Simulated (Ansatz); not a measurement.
BBr, closed-shell singlet (the spin of the measured ground state), most abundant isotopes (11.0093 and 78.9183 u). Constants from fifth-degree fits in 1/R to seven points on the lowest solution found; no spin–orbit coupling, no relativity up to Kr; ω_e x_e and α_e move by some per cent with the fit.

Correlated levels freeze the inner cores; with def2 sets outer-core shells near the valence are correlated too. CBS: X⁻³ extrapolation of the correlation energy, Hartree–Fock from the larger set.

The values were computed with Ansatz (Gaussian basis) for Hartree–Fock, density functionals and correlated methods. Values without a source in brackets are computed.

At CCSD(T)/CBS(def2-TZVPP, def2-QZVPP): B₀ = 0.48651 cm⁻¹, fundamental 680 cm⁻¹.

Task: Taking the state as ¹Σ, work out the ideal-gas entropy and heat capacity at 298.15 K and 1 bar (rigid rotor, harmonic oscillator at the fundamental, no nuclear spin).

Result: 
Translation: S = R(1.5 ln M + 2.5 ln T − 1.1517) with M = 89.928 u gives 164.97 J/(mol K). Rotation: q = kT/(σhcB₀) = 425.9 with σ = 1 and hc/k = 1.43878 cm K, S = R(ln q + 1) = 58.65. Vibration: u = hcν/kT = 3.284, S = R(u/(eᵘ − 1) − ln(1 − e⁻ᵘ)) = 1.38. Sum S° = 225.0 J/(mol K). C_p = 7R/2 + R u² eᵘ/(eᵘ − 1)² = 32.73 J/(mol K).

Doubts at one or more of the structures used: a restricted determinant that unrestricted orbitals would lower (CCSD(T)/CBS(def2-TZVPP, def2-QZVPP)).

Ansatz is a first-principles code.
